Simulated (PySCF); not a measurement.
## Worked example: oscillator strength and radiative lifetime

C₃H₅BFNO, SMILES CB(F)/C=N/C=O.

Coordinates come from a B3LYP-D3(BJ)/def2-SVP optimisation. The structure was generated by enumeration; whether it is a known compound was not checked. Other conformers were not sampled.

TDDFT-PBE/def2-SVPD run with PySCF puts the first singlet state with f over 0.02 at 6.12 eV (vertical), with the transition dipole (-0.700, -0.142, -0.114) in atomic units.

### Question
Find the oscillator strength, the wavelength and the radiative lifetime that this transition would have in vacuum if emission retraced absorption.

### Answer

|μ|² = 0.5232 au, so |μ| = 1.84 D. ΔE = 6.12/27.211 = 0.2249 hartree. f = (2/3) ΔE |μ|² = 0.078 (the program prints 0.079).
λ = 1239.84/6.12 = 203 nm; ν = 49361 cm⁻¹.
Einstein's coefficient A = 0.6670 ν² f s⁻¹ (ν in cm⁻¹) = 1.3e8 s⁻¹, so τ = 1/A = 7.8 ns. This state is S8; the lower singlets have f = 0.000, 0.004, 0.001, 0.018, 0.006, 0.003, 0.002. The figure is the radiative limit of this one transition; relaxation, internal conversion, crossing to triplets and a medium change what is measured.
